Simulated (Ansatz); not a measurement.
Calculated with Ansatz (gas phase, PBE0-D4/def2-TZVP geometries, no zero-point term in ΔE). CCSD(T)/CBS adds triple-zeta CCSD(T) − MP2 to the extrapolated MP2 energy (def2 sets, frozen cores). This one scheme is used for every species, atoms too. Functionals use def2-TZVPP. No spin–orbit coupling; open shells (•) take unrestricted orbitals. Bonds to Ge are less sure, by a few kJ/mol each and by 10 to 20 or more in all where they break to atoms, as the def2 sets lack core-valence functions. Scalar relativity is left out up to krypton.

Consider the homolysis of the H–N bond: `B[NH][GeH3]` → H• + `B[N][GeH3]`•.

```
             level  ΔE (kJ/mol)  difference from CCSD(T)/CBS
        r2SCANh-D4        444.7                        -35.1
        r2SCAN0-D4        448.8                        -31.0
          BHLYP-D4        455.8                        -24.0
           ωB97X-V        465.9                        -13.9
           ωB97M-V        469.7                        -10.1
            r2SCAN        440.9                        -38.9
              PBE0        450.6                        -29.2
           LC-ωPBE        458.9                        -20.9
SCS-MP2/def2-TZVPP        491.8                         12.0
     MP2/CBS(def2)        499.9                         20.1
       CCSD(T)/CBS        479.8                            0
```

Largest T1 diagnostic among the species: 0.022.

From BLYP to BHLYP (50 % exact exchange), in def2-TZVPP and without D4, ΔE moves by +19.2 kJ/mol. In def2-TZVPP, CCSD(T) changes the Hartree–Fock value by +110.0 kJ/mol (the triples alone add +2.7 kJ/mol) and MP2 by +130.1 kJ/mol; breaking electron pairs costs correlation energy, which Hartree–Fock lacks. Leaving LDA and LC-ωPBE aside and taking each functional with its dispersion term where it has one, the values, not all of them listed here, spread over 32.3 kJ/mol, from revPBE-D4 to PBE-QIDH. LDA lies +49.1 kJ/mol from PBE without D4, its usual overbinding.
